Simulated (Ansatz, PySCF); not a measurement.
Process, species as SMILES: F[Si](F)Br → F[Si](F)Br as singlet, charge +1 + e-
Geometries: B3LYP-D3(BJ)/def2-TZVP minima from Ansatz (a quantum-chemistry and plane-wave program). Frequencies are from Ansatz or PySCF.

Wanted: adiabatic ionisation energy (0 K, with B3LYP-D3(BJ) harmonic zero-point energies), in eV. Valence correlation only, unless marked. Open shells are spin-unrestricted. No spin-orbit coupling. Frozen are the shells of the preceding noble gas and the d and f shells that filled before the atom's block. Non-relativistic. CBS(X,Y): correlation extrapolated as X^-3; Hartree-Fock from the larger set. The bracket is a focal-point correction in the basis named.

```
level                                                              program  adiabatic ionisation energy (eV)
----------------------------------------------------------  --------------  --------------------------------
PBE-D4/def2-TZVPD                                           Ansatz + dftd4                              8.45
revPBE-D3(BJ)/def2-TZVPD                                    Ansatz + dftd3                        (withheld)
PBE0-D4/def2-TZVPD                                          Ansatz + dftd4                              8.52
BHLYP/def2-TZVPD                                                    Ansatz                        (withheld)
r2SCANh-D4/def2-TZVPD                                       Ansatz + dftd4                              8.56
r2SCAN0-D4/def2-TZVPD                                       Ansatz + dftd4                              8.60
r2SCAN0/def2-TZVPD                                                  Ansatz                              8.59
CAM-B3LYP-D3(BJ)/def2-TZVPD                                 Ansatz + dftd3                              8.56
LC-wPBE-D3(BJ)/def2-TZVPD                                   Ansatz + dftd3                        (withheld)
B2PLYP-D3(BJ)/def2-TZVPD                                    Ansatz + dftd3                              8.38
RI-MP2/CBS(def2-TZVPP,def2-QZVPP)+[CCSD(T)-MP2]/def2-TZVPP          Ansatz                              8.38
```

**Question.** Some entries are withheld; supply them.

**Answer.** 
- revPBE-D3(BJ)/def2-TZVPD, adiabatic ionisation energy (eV): 8.43
- BHLYP/def2-TZVPD, adiabatic ionisation energy (eV): 8.47
- LC-wPBE-D3(BJ)/def2-TZVPD, adiabatic ionisation energy (eV): 8.63
